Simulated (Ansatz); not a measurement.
Relaxation of C₂H₆AlGaO (11 atoms, charge 0, multiplicity 1), to a largest force component of 0.015 eV/Å in at most 40 steps.

Computed with RKS PBE0/def2-SVP in Ansatz.

```xyz
11
Properties=species:S:1:pos:R:3:forces:R:3
Al -1.051 1.510 -0.478 0.55 -1.28 0.85
O -0.797 0.751 1.178 -0.86 1.33 0.86
C -1.353 1.222 2.347 -1.00 0.43 -1.89
C -2.251 2.260 2.411 2.57 -3.44 0.47
Ga -2.754 3.400 1.131 -1.62 3.41 -2.69
H -2.047 2.851 -0.600 0.13 -0.37 0.45
H -0.386 0.958 -1.798 0.05 0.30 0.19
H -1.211 0.667 3.276 0.88 -0.54 -0.17
H -2.606 2.560 3.353 -0.56 0.20 1.83
H 2.277 0.430 -0.743 -0.31 -0.15 -0.03
H -0.824 -1.904 -1.297 0.17 0.11 0.13
```

Question: Where does it end, and by what steps?

Answer: It converged. After 38 steps the energy has fallen by 8.287 eV; H10 moved furthest, 2.36 Å. Joined: H10–H11 (3.92 → 0.76 Å).

```json
{"step": "0", "energy less start (eV)": "0.0000", "largest force component (eV/Å)": "3.440", "accepted": "yes"}
{"step": "2", "energy less start (eV)": "-1.1157", "largest force component (eV/Å)": "1.072", "accepted": "yes"}
{"step": "4", "energy less start (eV)": "-1.8372", "largest force component (eV/Å)": "1.180", "accepted": "yes"}
{"step": "6", "energy less start (eV)": "-3.4934", "largest force component (eV/Å)": "2.587", "accepted": "yes"}
{"step": "8", "energy less start (eV)": "-6.7602", "largest force component (eV/Å)": "3.987", "accepted": "yes"}
{"step": "10", "energy less start (eV)": "-8.1787", "largest force component (eV/Å)": "0.232", "accepted": "yes"}
{"step": "12", "energy less start (eV)": "-8.2386", "largest force component (eV/Å)": "0.154", "accepted": "yes"}
{"step": "14", "energy less start (eV)": "-8.2409", "largest force component (eV/Å)": "0.274", "accepted": "no"}
{"step": "16", "energy less start (eV)": "-8.2465", "largest force component (eV/Å)": "0.052", "accepted": "yes"}
{"step": "18", "energy less start (eV)": "-8.2475", "largest force component (eV/Å)": "0.052", "accepted": "yes"}
{"step": "20", "energy less start (eV)": "-8.2480", "largest force component (eV/Å)": "0.093", "accepted": "yes"}
{"step": "22", "energy less start (eV)": "-8.2485", "largest force component (eV/Å)": "0.048", "accepted": "yes"}
{"step": "24", "energy less start (eV)": "-8.2510", "largest force component (eV/Å)": "0.170", "accepted": "yes"}
{"step": "26", "energy less start (eV)": "-8.2584", "largest force component (eV/Å)": "0.079", "accepted": "yes"}
{"step": "28", "energy less start (eV)": "-8.2478", "largest force component (eV/Å)": "0.847", "accepted": "no"}
{"step": "30", "energy less start (eV)": "-8.2710", "largest force component (eV/Å)": "0.240", "accepted": "yes"}
{"step": "32", "energy less start (eV)": "-8.2803", "largest force component (eV/Å)": "0.155", "accepted": "yes"}
{"step": "34", "energy less start (eV)": "-8.2832", "largest force component (eV/Å)": "0.047", "accepted": "yes"}
{"step": "36", "energy less start (eV)": "-8.2851", "largest force component (eV/Å)": "0.164", "accepted": "yes"}
{"step": "38", "energy less start (eV)": "-8.2867", "largest force component (eV/Å)": "0.005", "accepted": "yes"}
```

```xyz
11
Properties=species:S:1:pos:R:3
Al -1.200 2.002 -0.748
O -0.808 1.064 0.642
C -1.256 1.197 1.911
C -2.135 2.115 2.357
Ga -3.198 3.658 1.539
H -2.251 3.199 -0.535
H -0.509 1.622 -2.111
H -0.803 0.438 2.567
H -2.334 2.008 3.436
H 0.556 -1.005 0.011
H 0.937 -1.593 -0.288
```

Whether the end is a true minimum wasn't checked by a vibrational analysis.

Time of the run: 2.6 min on 2 threads of AMD EPYC 7B13 (Zen 3) (shared host), peak memory 0.33 GiB.
